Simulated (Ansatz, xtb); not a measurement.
# C4H9NOSe: which of two isomers lies lower

Structure I is `C[C@H]([SeH])CC(N)=O`, a singlet and structure II is `CN(C)C(=O)C[SeH]`, a singlet. Both are isolated molecules in the gas phase, relaxed with B3LYP/def2-SVP, each in the lowest conformer that the search found.

I (Å):

```xyz
16

C    -0.9183   -1.9148   -2.4173
C    -1.2385   -1.2485   -1.0835
C    -0.0162   -0.6245   -0.4097
C    -0.2730   -0.2954    1.0623
N     0.2909    0.8606    1.5138
O    -0.8972   -1.0498    1.7858
Se   -2.7368    0.0639   -1.2462
H    -1.8151   -2.3694   -2.8622
H    -0.1633   -2.7081   -2.2764
H    -0.5090   -1.1928   -3.1437
H    -1.6599   -1.9831   -0.3807
H    -2.1365    0.7827   -2.3912
H     0.3433    0.2527   -0.9727
H     0.8057   -1.3659   -0.4177
H     0.1169    1.1285    2.4761
H     0.6886    1.5450    0.8852
```

II (Å):

```csv
atom,x (Å),y (Å),z (Å)
C,-0.6914,-0.8691,-0.9818
C,0.1161,1.4605,-1.1772
C,-0.8328,0.7251,0.9385
C,-1.4211,-0.3842,1.8029
N,-0.5162,0.4336,-0.3655
O,-0.6685,1.8343,1.4265
Se,-3.3881,-0.5579,1.5882
H,0.1905,-1.5254,-0.8521
H,-0.8487,-0.7350,-2.0632
H,-1.5810,-1.3811,-0.5928
H,1.1221,1.1419,-1.5046
H,-0.4863,1.6751,-2.0773
H,0.2053,2.3726,-0.5762
H,-1.0201,-1.3845,1.5927
H,-1.2133,-0.1219,2.8460
H,-3.6316,0.8746,1.8476
```

**Question.** Estimate which is lower in electronic energy at CCSD(T)/def2-SVP + ΔMP2/def2-TZVPP, and by roughly how much.

**Answer.** The CCSD(T)/def2-SVP + ΔMP2/def2-TZVPP calculation puts structure I lower, by 14.0 kcal/mol.

The same difference at several levels:

```
                             level        geometry  E(II) − E(I) (kcal/mol)  departure from the last row (kcal/mol)  job, with rough time for the two
                    B3LYP/def2-SVP  B3LYP/def2-SVP                     +11.0                                    −3.0               optimisation, 3 min
                       HF/def2-SVP  B3LYP/def2-SVP                     +13.2                                    −0.9           part of the CCSD(T) run
                      MP2/def2-SVP  B3LYP/def2-SVP                     +14.0                                     0.0           part of the CCSD(T) run
                  CCSD(T)/def2-SVP  B3LYP/def2-SVP                     +12.7                                    −1.3                      single point
CCSD(T)/def2-SVP + ΔMP2/def2-TZVPP  B3LYP/def2-SVP                     +14.0                                                       single point, 3 min
```

As drawn, II has 2 C–N, 2 C–H in place of 2 C–C, 2 N–H.

None of the levels shown reverses the order. The largest departure from CCSD(T)/def2-SVP + ΔMP2/def2-TZVPP is that of B3LYP/def2-SVP, 3.0 kcal/mol. Levels run at GFN2-xTB geometries aren't shown. The last row adds to CCSD(T) the change of the MP2 difference between the two basis sets, here +1.3 kcal/mol.

With thermal terms from frequencies at re-optimised GFN2-xTB minima (ideal gas, soft modes damped towards free rotors, one conformer each, 298.15 K, 1 atm): on the last row, ΔE + ΔZPE = +13.7, ΔH = +14.0, ΔG = +13.0 kcal/mol.

The correlated steps freeze 15 core orbitals; the filled d shell of Se is correlated, in a basis made for valence electrons. Mirror images aren't counted in ΔG. Codes used: Ansatz 0.2.0, xtb 6.7.1; the last row on 4 threads of Arm Neoverse V1 on a shared host.
